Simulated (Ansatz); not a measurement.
Input file for C₂H₈BFSi (`BC[SiH](C)F`):

```yaml
crystal:
  periodic: [false, false, false]
  atoms:
    - {symbol: B, position_ang: [-1.770862, -0.378394, -0.706037]}
    - {symbol: C, position_ang: [-0.392889, -0.047555, -1.291128]}
    - {symbol: Si, position_ang: [0.706776, 0.732622, 0.016502]}
    - {symbol: C, position_ang: [0.973503, -0.372729, 1.478929]}
    - {symbol: F, position_ang: [2.126273, 1.010453, -0.681397]}
    - {symbol: H, position_ang: [-2.647877, 0.437773, -0.698894]}
    - {symbol: H, position_ang: [-1.976931, -1.439007, -0.187169]}
    - {symbol: H, position_ang: [0.176984, -0.925719, -1.614798]}
    - {symbol: H, position_ang: [-0.414981, 0.705966, -2.085895]}
    - {symbol: H, position_ang: [0.170969, 2.055086, 0.426219]}
    - {symbol: H, position_ang: [1.350900, -1.350733, 1.170438]}
    - {symbol: H, position_ang: [0.029959, -0.528963, 2.010201]}
    - {symbol: H, position_ang: [1.688475, 0.066703, 2.178028]}
basis:
  gaussian: {orbitals: def2-TZVPP}
correlation: {method: ccsd_t}
```

```sh
$ ansatz run in.yaml --threads 4 --pin off --events-out ev --progress --plain --max-ram 10444MiB
```

Log, shortened:

```
Functional definition: HF
  name "HF"
  cite "Fock, Z. Phys. 61, 126 (1930) doi:10.1007/BF01340294"
  parent pbe
  exchange = exact_x
  correlation = 0
1611 factors; integrals over basis functions are off by at most 1.2e-3 eV
mean field evaluation 1: about -13427.8982 eV, gradient 4.1e1 eV
mean field evaluation 2: about -13428.0867 eV, gradient 4.2e1 eV
mean field evaluation 4: about -13432.0988 eV, gradient 4.2e0 eV
mean field evaluation 8: about -13432.1632 eV, gradient 2.5e-1 eV
mean field -13432.16358334 eV, -493.6229070401 hartree, gradient 7.2e-6 eV, S^2 0.000000; 0 other end points of the search recorded, 0 dependent functions left out
9 core orbitals not correlated: weight in the atoms' cores, before any rotation towards them, 1.000 or more for the frozen orbitals, at most 0.000 for the correlated occupied ones
reference -13432.16358334 eV, -493.6229070401 hartree; 15, 15 occupied and 254, 254 virtual orbitals, 1611 factors
second order -22.51081480 eV of doubles, -0.00000000 eV of singles
cycle   1  -23.29145638 eV  change   -7.8e-1 eV  update   9.7e-2
cycle   2  -23.81343402 eV  change   -5.2e-1 eV  update   2.8e-2
cycle   3  -23.92451906 eV  change   -1.1e-1 eV  update   1.4e-2
cycle   4  -23.91764622 eV  change    6.9e-3 eV  update   3.5e-3
cycle   5  -23.91525925 eV  change    2.4e-3 eV  update   1.7e-3
cycle   6  -23.91549646 eV  change   -2.4e-4 eV  update   6.4e-4
cycle   7  -23.91535272 eV  change    1.4e-4 eV  update   2.8e-4
cycle   8  -23.91526129 eV  change    9.1e-5 eV  update   9.3e-5
cycle   9  -23.91528707 eV  change   -2.6e-5 eV  update   4.0e-5
cycle  10  -23.91530546 eV  change   -1.8e-5 eV  update   1.5e-5
perturbative correction -0.81918404 eV, -0.0301044581 hartree
Total energy: -13456.89807283 eV, -494.5318827635 hartree
```

Run time 4.1 min (4 threads of an Arm Neoverse V1 on a shared host); peak host memory 7.9 GiB.

MP2 recovers 91.0 % of the CCSD(T) correlation energy and the triples give 3.3 %; T1 = 0.0111.
